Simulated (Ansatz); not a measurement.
C₂H₆FGeN, SMILES `C[N](C)[Ge][F]`, relaxed with RKS PBE0-D4/def2-TZVP in the Gaussian-basis code of Ansatz from a PBE-D4/def2-SVP geometry. The force threshold is 0.005 eV/Å; the program also tests the step.

Charge 0, multiplicity 1.

Start:

```xyz
11

C     0.351   -1.095   -0.240
N     0.078    0.248    0.234
C    -0.933    0.971   -0.509
Ge    0.913    1.059    1.680
F     1.970   -0.334    2.089
H    -0.560   -1.738   -0.183
H     1.146   -1.550    0.380
H     0.683   -1.089   -1.305
H    -1.919    0.450   -0.484
H    -1.077    1.987   -0.081
H    -0.653    1.091   -1.582
```

Problem. By how much does the energy fall, and how many steps does the optimiser take? (An estimate is asked.)

Solution. Ansatz gave: 5.35 kJ/mol, in 5 steps.

Problem. Which bonds change most? (Best estimate.)

Solution. Computed: N2–Ge4 from 1.856 to 1.821 Å; Ge4–F5 from 1.796 to 1.773 Å; C3–H11 from 1.116 to 1.098 Å; C3–H9 from 1.115 to 1.098 Å.

Problem. Give the relaxed structure. (An estimate is asked.)

Solution. Ansatz gave: 
```xyz
11

C     0.342   -1.091   -0.246
N     0.087    0.242    0.242
C    -0.921    0.958   -0.499
Ge    0.898    1.057    1.654
F     1.961   -0.293    2.089
H    -0.568   -1.704   -0.204
H     1.113   -1.569    0.357
H     0.676   -1.068   -1.291
H    -1.886    0.437   -0.469
H    -1.066    1.958   -0.080
H    -0.638    1.072   -1.553
```
